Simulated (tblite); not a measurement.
Record of a relaxation.

Compound: C₆H₁₃GaOSi.
SMILES with atom numbers: `[CH:1]#[C:2][GaH:3][C:4]([CH3:5])([CH3:6])[CH2:7][O:8][SiH3:9]` (hydrogens: H10 on C1; H11 on Ga3; H12, H13, H14 on C5; H15, H16, H17 on C6; H18, H19 on C7; H20, H21, H22 on Si9)

Computed with GFN2-xTB (tblite), gas phase: L-BFGS steps from a force-field or distance-geometry start until the largest atomic force falls under 0.01 eV/Å. 6 of its 240 geometries are shown.

Step 0: E = -717.1075 eV, largest atomic force 2.250 eV/Å
```
atom  x, y, z in Å  |  force x, y, z in eV/Å
C1      3.117   -1.708   -3.256   -0.205   0.278   0.266
C2      2.518   -0.949   -2.522    0.070   0.433   0.548
Ga3     1.513    0.390   -1.153   -0.837  -0.762  -1.779
C4      0.226   -0.385    0.238    0.241  -0.779   0.988
C5      1.168   -0.391    1.434    0.261   0.147   0.988
C6     -0.317   -1.780   -0.064   -0.219  -0.238  -0.297
C7     -0.981    0.482    0.463   -0.355  -0.402  -0.432
O8     -0.674    1.768    0.916   -2.012   1.000   0.118
Si9    -2.229    2.519    1.076    1.302  -0.211   0.371
H10     3.610   -2.378   -3.923   -0.214   0.243   0.233
H11     0.376    1.210   -1.975    0.337   0.639  -0.587
H12     2.215   -0.475    1.060   -0.312  -0.516   0.613
H13     0.924   -1.164    2.196    0.301   0.344  -0.448
H14     1.101    0.596    1.923    0.039  -0.248  -0.064
H15    -0.795   -2.242    0.834    0.585   0.223  -0.528
H16    -1.115   -1.644   -0.806    0.235  -0.291   0.012
H17     0.461   -2.433   -0.502   -0.374   0.185   0.396
H18    -1.722   -0.025    1.159    0.644   0.342  -0.565
H19    -1.483    0.633   -0.528    0.216  -0.609   0.306
H20    -2.084    3.965    1.098    0.247  -0.095  -0.088
H21    -2.780    2.032    2.352    0.062   0.013  -0.118
H22    -3.058    1.999   -0.021   -0.010   0.304   0.068
```

Step 48: E = -718.9866 eV, largest atomic force 0.181 eV/Å
```
atom  x, y, z in Å  |  force x, y, z in eV/Å
C1      2.917   -1.306   -2.917   -0.010   0.018   0.019
C2      2.144   -0.540   -2.389    0.042  -0.037  -0.022
Ga3     0.791    0.512   -1.389   -0.043   0.021   0.018
C4      0.067   -0.595    0.215    0.023   0.006   0.017
C5      0.949   -0.362    1.444    0.033   0.033   0.054
C6     -0.047   -2.075   -0.122   -0.007  -0.047   0.011
C7     -1.278    0.067    0.440   -0.053   0.095  -0.016
O8     -1.065    1.442    0.169   -0.050   0.070   0.010
Si9    -1.896    2.650    0.901    0.021   0.065   0.003
H10     3.604   -1.949   -3.395    0.030  -0.005  -0.033
H11     0.498    1.880   -2.097   -0.028   0.059   0.034
H12     1.952   -0.758    1.278   -0.017  -0.034  -0.019
H13     0.530   -0.819    2.343   -0.023  -0.174  -0.044
H14     1.033    0.709    1.641    0.025   0.040  -0.041
H15    -0.437   -2.649    0.721    0.034  -0.017   0.053
H16    -0.711   -2.227   -0.976    0.009   0.022   0.022
H17     0.937   -2.465   -0.389    0.009   0.001   0.014
H18    -1.649   -0.060    1.466   -0.047  -0.029  -0.056
H19    -2.031   -0.321   -0.263    0.020   0.007   0.071
H20    -0.930    3.746    0.906   -0.039  -0.083  -0.042
H21    -2.261    2.193    2.248    0.056   0.023  -0.010
H22    -3.127    2.947    0.163    0.014  -0.035  -0.041
```

Step 96: E = -719.0647 eV, largest atomic force 0.124 eV/Å
```
atom  x, y, z in Å  |  force x, y, z in eV/Å
C1      2.971   -1.091   -2.975   -0.039   0.025   0.020
C2      2.167   -0.489   -2.301    0.011  -0.020  -0.026
Ga3     0.837    0.537   -1.222   -0.011   0.040  -0.029
C4      0.035   -0.641    0.306    0.000  -0.028   0.013
C5      0.960   -0.583    1.525    0.008   0.008   0.012
C6     -0.150   -2.089   -0.133   -0.001  -0.022  -0.004
C7     -1.272    0.088    0.587    0.001  -0.007   0.011
O8     -1.063    1.415    0.133   -0.003  -0.018   0.002
Si9    -1.922    2.709    0.649    0.030   0.051   0.043
H10     3.674   -1.610   -3.568   -0.006   0.004   0.019
H11     0.740    2.010   -1.772    0.014  -0.015   0.023
H12     1.957   -0.940    1.257    0.002  -0.021  -0.023
H13     0.581   -1.208    2.338   -0.023   0.015   0.000
H14     1.050    0.444    1.883    0.002  -0.002   0.015
H15    -0.431   -2.725    0.709    0.003  -0.013  -0.002
H16    -0.922   -2.169   -0.901    0.014   0.013  -0.009
H17     0.787   -2.464   -0.555   -0.025   0.019   0.035
H18    -1.552    0.098    1.649    0.049  -0.019  -0.023
H19    -2.101   -0.354    0.019    0.008   0.015  -0.003
H20    -1.123    3.771    0.048   -0.118  -0.039   0.007
H21    -1.915    2.725    2.120    0.031  -0.011  -0.033
H22    -3.317    2.585    0.204    0.053   0.023  -0.046
```

Step 143: E = -719.1873 eV, largest atomic force 0.246 eV/Å
```
atom  x, y, z in Å  |  force x, y, z in eV/Å
C1      2.639   -0.743   -3.131   -0.134   0.122   0.132
C2      1.933   -0.062   -2.419    0.118  -0.174  -0.128
Ga3     1.110    0.688   -0.786   -0.064  -0.006   0.069
C4      0.183   -0.643    0.517    0.064  -0.051  -0.057
C5      1.036   -1.020    1.730   -0.030   0.031  -0.006
C6     -0.282   -1.886   -0.238    0.043  -0.069  -0.019
C7     -1.011    0.228    0.894    0.094   0.037  -0.134
O8     -1.119    1.218   -0.136    0.095   0.089  -0.014
Si9    -2.127    2.511    0.021    0.014   0.025  -0.081
H10     3.243   -1.302   -3.795   -0.057   0.062  -0.023
H11     1.707    2.088   -0.349   -0.068   0.010  -0.027
H12     1.933   -1.547    1.398   -0.061   0.002   0.029
H13     0.489   -1.666    2.422   -0.009   0.038   0.019
H14     1.349   -0.112    2.255   -0.013  -0.127   0.015
H15    -0.823   -2.578    0.411   -0.014  -0.005   0.071
H16    -0.942   -1.610   -1.065    0.066   0.047   0.013
H17     0.578   -2.415   -0.656    0.008   0.030  -0.016
H18    -0.849    0.729    1.850   -0.018   0.005   0.086
H19    -1.954   -0.328    0.932   -0.025  -0.003   0.059
H20    -1.992    3.103   -1.305   -0.024  -0.034   0.057
H21    -1.647    3.369    1.112   -0.044  -0.040  -0.017
H22    -3.465    1.994    0.337    0.060   0.011  -0.028
```

Step 191: E = -719.3537 eV, largest atomic force 0.258 eV/Å
```
atom  x, y, z in Å  |  force x, y, z in eV/Å
C1      1.900   -0.182   -3.480   -0.096   0.086   0.111
C2      1.559    0.179   -2.376    0.163  -0.068  -0.188
Ga3     1.370    0.627   -0.475    0.003  -0.012  -0.002
C4      0.367   -0.687    0.766    0.007   0.021   0.033
C5      0.914   -1.228    2.084    0.006   0.003  -0.004
C6     -0.156   -1.820   -0.120    0.005  -0.006   0.019
C7     -0.745    0.330    1.018   -0.054   0.030  -0.042
O8     -0.748    1.202   -0.119    0.051  -0.047  -0.028
Si9    -1.972    2.248   -0.454   -0.039   0.015  -0.010
H10     2.143   -0.463   -4.469   -0.013  -0.009   0.011
H11     2.100    1.934    0.013    0.005   0.016   0.014
H12     1.683   -1.974    1.892    0.043   0.012  -0.007
H13     0.121   -1.702    2.667   -0.040  -0.007   0.011
H14     1.346   -0.426    2.687    0.006  -0.026  -0.047
H15    -0.866   -2.460    0.410   -0.001   0.030  -0.013
H16    -0.646   -1.397   -1.002   -0.016  -0.014   0.008
H17     0.674   -2.436   -0.474   -0.013  -0.003   0.053
H18    -0.527    0.935    1.905   -0.008  -0.039   0.060
H19    -1.737   -0.122    1.132   -0.016   0.005   0.010
H20    -1.554    2.721   -1.763   -0.008   0.013   0.018
H21    -2.018    3.264    0.601    0.002   0.023   0.005
H22    -3.219    1.477   -0.445    0.013  -0.023  -0.013
```

Step 239: E = -719.3797 eV, largest atomic force 0.007 eV/Å
```
atom  x, y, z in Å  |  force x, y, z in eV/Å
C1      1.649    0.038   -3.562   -0.002   0.000   0.006
C2      1.576    0.243   -2.373    0.001   0.000  -0.004
Ga3     1.445    0.557   -0.436    0.002   0.003   0.000
C4      0.367   -0.720    0.791   -0.003   0.006   0.000
C5      0.912   -1.178    2.142   -0.001   0.001  -0.003
C6     -0.142   -1.910   -0.023   -0.002   0.002   0.005
C7     -0.756    0.302    0.974    0.003  -0.003   0.003
O8     -0.650    1.216   -0.127   -0.002  -0.003  -0.002
Si9    -1.879    2.226   -0.555    0.001   0.000  -0.006
H10     1.717   -0.134   -4.601    0.001   0.002  -0.002
H11     2.271    1.776    0.131    0.000   0.001  -0.001
H12     1.696   -1.920    1.996    0.001  -0.001   0.004
H13     0.123   -1.626    2.751    0.002   0.000   0.001
H14     1.336   -0.335    2.691    0.001  -0.003  -0.002
H15    -0.935   -2.447    0.503   -0.006  -0.003   0.000
H16    -0.530   -1.562   -0.985    0.001  -0.005   0.002
H17     0.674   -2.606   -0.222    0.002   0.001  -0.006
H18    -0.625    0.869    1.902   -0.002   0.000   0.000
H19    -1.756   -0.145    0.977    0.000   0.000   0.000
H20    -1.298    2.875   -1.717    0.000   0.001   0.006
H21    -2.156    3.111    0.580    0.001   0.005  -0.002
H22    -3.049    1.390   -0.836    0.003  -0.004   0.001
```

Q: Summarise the path.

A: The energy falls by 2.2723 eV from step 0 to step 239; nine tenths of that is first reached at step 137. It rises by more than 0.2 meV at step 120. The largest force goes from 2.250 to 0.007 eV/Å. Among the bonds C2–Ga3 changes most, from 2.163 to 1.967 Å; the atoms move by 1.632 Å rms after alignment.

Q: Follow the three bonds and two angles with the largest change from start to end.

A: 
| step | E above end (eV) | largest force (eV/Å) | C2–Ga3 (Å) | O8–Si9 (Å) | Ga3–H11 (Å) | C4–Ga3–H11 (°) | Ga3–C4–C5 (°) |
| --- | --- | --- | --- | --- | --- | --- | --- |
| 0 | 2.2723 | 2.250 | 2.163 | 1.734 | 1.625 | 95.4 | 98.4 |
| 10 | 1.0569 | 0.419 | 2.012 | 1.643 | 1.581 | 120.1 | 116.2 |
| 21 | 0.7315 | 0.549 | 2.006 | 1.649 | 1.591 | 135.9 | 114.8 |
| 31 | 0.4978 | 0.256 | 1.994 | 1.640 | 1.570 | 135.0 | 112.2 |
| 42 | 0.4136 | 0.166 | 2.000 | 1.640 | 1.576 | 136.1 | 110.0 |
| 52 | 0.3822 | 0.103 | 1.992 | 1.636 | 1.567 | 139.2 | 110.1 |
| 62 | 0.3668 | 0.099 | 1.994 | 1.634 | 1.571 | 137.4 | 110.1 |
| 73 | 0.3527 | 0.094 | 1.986 | 1.637 | 1.568 | 137.9 | 109.3 |
| 83 | 0.3336 | 0.064 | 1.993 | 1.635 | 1.574 | 139.9 | 108.1 |
| 94 | 0.3183 | 0.108 | 1.998 | 1.638 | 1.569 | 139.2 | 109.3 |
| 104 | 0.3027 | 0.093 | 2.000 | 1.640 | 1.578 | 139.6 | 110.2 |
| 114 | 0.2955 | 0.079 | 1.993 | 1.640 | 1.570 | 138.8 | 111.9 |
| 125 | 0.2686 | 0.075 | 1.987 | 1.646 | 1.578 | 133.9 | 113.8 |
| 135 | 0.2344 | 0.218 | 1.986 | 1.652 | 1.578 | 126.8 | 115.5 |
| 145 | 0.1841 | 0.173 | 1.980 | 1.645 | 1.576 | 124.3 | 114.1 |
| 156 | 0.1174 | 0.276 | 1.966 | 1.651 | 1.578 | 128.3 | 121.3 |
| 166 | 0.0758 | 0.097 | 1.971 | 1.644 | 1.579 | 126.4 | 125.6 |
| 177 | 0.0642 | 0.084 | 1.965 | 1.646 | 1.574 | 125.4 | 125.3 |
| 187 | 0.0331 | 0.128 | 1.959 | 1.648 | 1.572 | 123.6 | 124.8 |
| 197 | 0.0150 | 0.071 | 1.972 | 1.647 | 1.583 | 123.6 | 123.4 |
| 208 | 0.0059 | 0.150 | 1.970 | 1.648 | 1.577 | 122.3 | 122.3 |
| 218 | 0.0014 | 0.029 | 1.967 | 1.649 | 1.576 | 122.1 | 121.7 |
| 229 | 0.0003 | 0.013 | 1.967 | 1.648 | 1.577 | 122.4 | 121.8 |
| 239 | 0.0000 | 0.007 | 1.967 | 1.648 | 1.577 | 122.4 | 121.5 |

What follows is the cost of the whole relaxation. Time: 4.5 s. Hardware: one thread of an Arm Neoverse N1, shared host with 64 logical CPUs at a one-minute load of 60.
